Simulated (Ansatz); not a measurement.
Two isomers of CH3FGeO: A = `C[O][Ge][F]`, B = `F[CH]1[O][GeH2]1`.

Computed with Ansatz on PBE0-D4/def2-TZVP structures; ΔE is electronic, products minus reactants. CCSD(T)/CBS is the MP2 limit (def2-TZVPP, def2-QZVPP) plus CCSD(T) − MP2 in def2-TZVPP, frozen cores. DFT in def2-TZVPP. B3LYP here is the variant with VWN-RPA as its local correlation; programs differ in this. For Ge outer-core shells are correlated without core-valence functions, which leaves a few kJ/mol of doubt a bond. Scalar relativity is left out up to krypton. Each species was taken in one conformer, which may not be the lowest.

Task: Which is lower in electronic energy at CCSD(T)/CBS, and by how much? (Estimate.)

Result: Computed: A, by 68.1 kcal/mol.

Task: Give E(B) − E(A) in kcal/mol with r2SCAN-D4, BLYP-D4, LDA (SPW92), B3LYP-D4, B2PLYP, B3LYP, CCSD(T)/def2-TZVPP. (Best estimate.)

Result: The calculation gave: r2SCAN-D4 63.6, BLYP-D4 71.7, LDA (SPW92) 58.6, B3LYP-D4 71.7, B2PLYP 70.1, B3LYP 71.4, CCSD(T)/def2-TZVPP 65.5. None reverses the order clearly.

Task: Does the order hold for the free energy at 298.15 K (harmonic terms from PBE0-D4)? (Best estimate.)

Result: Ansatz gave: Yes: G(B) − G(A) = +65.4 kcal/mol, for one conformer each.

Largest T1 diagnostic: 0.015.

From r2SCAN to r2SCAN0 (25 % exact exchange), in def2-TZVPP and without D4, E(B) − E(A) moves by +1.4 kcal/mol. At CCSD(T), def2-SVP lies −1.5 kcal/mol from the extrapolated value and def2-TZVPP −2.7 kcal/mol.
